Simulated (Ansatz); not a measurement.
`O=CBF` + H₂ → `BC=O` + H–F  (hydrogenolysis of a B–F bond)

Program: Ansatz. Geometries: PBE0-D4/def2-TZVP. ΔE: electronic, gas phase. CCSD(T)/CBS adds triple-zeta CCSD(T) − MP2 to the extrapolated MP2 energy (def2 sets, frozen cores). This one scheme is used for every species. DFT in def2-TZVPP. B3LYP here is the variant with VWN-RPA as its local correlation; programs differ in this. HSE06 is defined as in plane-wave codes. Each species was taken in one conformer, which may not be the lowest.

`O=CBF`:

Z-matrix (Å, degrees):
```
C
B 1 1.604
O 1 1.208 2 121.2
H 1 1.115 2 119.2 3 -180.0
F 2 1.315 1 117.7 3 -180.0
H 2 1.194 1 122.6 3 0.0
```

H₂:

Z-matrix (Å, degrees):
```
H
H 1 0.746
```

`BC=O`:

Z-matrix (Å, degrees):
```
B
C 1 1.538
H 1 1.192 2 118.5
H 1 1.192 2 118.5 3 171.4
O 2 1.221 1 96.8 3 -85.7
H 2 1.104 1 141.2 3 94.3
```

H–F:

```xyz
2

F    -0.062    0.351    0.291
H     0.062   -0.351   -0.291
```

```csv
level,ΔE (kJ/mol),difference from CCSD(T)/CBS
LDA (SPW92),107.7,-10.6
PBE-D4,110.2,-8.1
revPBE-D4,111.2,-7.1
BLYP-D4,121.1,2.8
B97M-V,121.6,3.3
PBE0-D4,114.7,-3.6
B3LYP-D4,123.8,5.5
r2SCANh-D4,118.9,0.6
HSE06-D4,114.4,-3.9
BHLYP-D4,129.3,11.0
CAM-B3LYP-D4,127.6,9.3
ωB97X-V,124.0,5.7
ωB97M-V,124.4,6.1
B2PLYP,122.6,4.3
PBE,109.6,-8.7
BLYP,119.8,1.5
r2SCAN,117.7,-0.6
PBE0,114.1,-4.2
B3LYP,122.8,4.5
r2SCAN0,120.0,1.7
HSE06,113.9,-4.4
BHLYP,128.5,10.2
CAM-B3LYP,127.0,8.7
LC-ωPBE,118.8,0.5
RPA@PBE/def2-TZVPP,123.7,5.4
HF/def2-SVP,145.7,27.4
MP2/def2-SVP,142.6,24.3
CCSD/def2-SVP,141.9,23.6
CCSD(T)/def2-SVP,141.2,22.9
HF/def2-TZVPP,135.8,17.5
MP2/def2-TZVPP,120.7,2.4
SCS-MP2/def2-TZVPP,124.5,6.2
CCSD/def2-TZVPP,123.1,4.8
CCSD(T)/def2-TZVPP,121.5,3.2
HF/def2-QZVPP,135.9,17.6
MP2/def2-QZVPP,118.9,0.6
SCS-MP2/def2-QZVPP,122.8,4.5
HF/CBS(def2),135.9,17.6
MP2/CBS(def2),117.5,-0.8
CCSD/CBS(def2),120.0,1.7
CCSD(T)/CBS,118.3,0
```

Question: What do rigid-rotor, harmonic-oscillator terms from PBE0-D4/def2-TZVP frequencies (298.15 K, 1 bar) make of the CCSD(T)/CBS value? (An estimate is asked.)

Answer: The calculation gave: ΔZPE = +11.1 kJ/mol, ΔH = +128.2 kJ/mol, ΔS = 18 J/(mol·K), ΔG = +122.7 kJ/mol. Modes under 50 cm⁻¹ make the entropy rough.

Largest T1 diagnostic among the species: 0.021, so the coupled-cluster value is less sure than usual.

Leaving LDA and LC-ωPBE aside and taking each functional with its dispersion term where it has one, the values spread over 19.1 kJ/mol, from PBE-D4 to BHLYP-D4. From PBE to PBE0 (25 % exact exchange), in def2-TZVPP and without D4, ΔE moves by +4.5 kJ/mol.
